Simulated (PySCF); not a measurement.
FH$_{4}$NSi (calculated)

Computed with PySCF 2.14.0. Calculation on a computer-drawn molecule: the log of a Hartree-Fock and frozen-core CCSD(T) single point meant for a local Hartree-Fock minimum, with one planted fault or none, to be diagnosed. Offsets are logged minus clean, where the clean run is the same molecule without the fault. The reference is restricted for singlets and unrestricted otherwise, and also for a bond in bohr or an excited solution. Adding or removing an electron swaps singlet and doublet. The excited solution moves the top pair (singlet) or top alpha electron (doublet) to the lowest empty orbital. Highest occupied and lowest empty are orbital energies over both spins, largest force is the largest gradient component, triples share is (T) over the correlation energy, the T1 limit is 0.02 restricted and 0.045 unrestricted, electrons count all cores, a negative frequency is imaginary (commonest isotopes), and the dipole is about the centre of nuclear charge.

```xyz
7
formula=FH4NSi meant_charge=0 meant_multiplicity=1 meant_basis=cc-pV(D+d)Z logged_electrons=34 logged_basis_functions=71 logged_SCF_converged=yes logged_spin_squared=0 logged_highest_occupied=-3.35 logged_lowest_empty=-5.8858 logged_largest_force=0.13608 logged_CC_converged=no logged_dipole_magnitude=2.771 logged_SCF_stable_within_its_kind=no logged_energy_HF=-444.54939 possible_faults=no_fault,one_electron_removed,one_electron_added,multiplicity_raised_by_two,geometry_at_a_saddle_point,SCF_held_on_an_excited_solution,minimal_basis_STO-3G,one_bond_length_entered_in_bohr,all_coordinates_scaled
N     -0.0890    -1.9389    -1.9444
Si     1.0236    -1.1288    -0.9511
F      2.5234    -1.7391    -1.0185
H     -0.4189    -2.8537    -1.6996
H     -0.0574    -1.8287    -2.9406
H      0.6016    -1.2632     0.4501
H      1.1405     0.2655    -1.4002
```

Units: logged_highest_occupied, logged_lowest_empty in eV; logged_largest_force in hartree/bohr; logged_dipole_magnitude in debye; logged_energy_HF in hartree.

Drawn bonds:
```csv
atom,other atom,order
1,2,1
2,3,1
1,4,1
1,5,1
2,6,1
2,7,1
```

Notes: CCSD not converged.

Q: Give the missing planted fault for FH$_{4}$NSi.
A: SCF held on an excited solution

Further results for FH$_{4}$NSi:

- HF energy offset from clean run: 440.6 kcal/mol
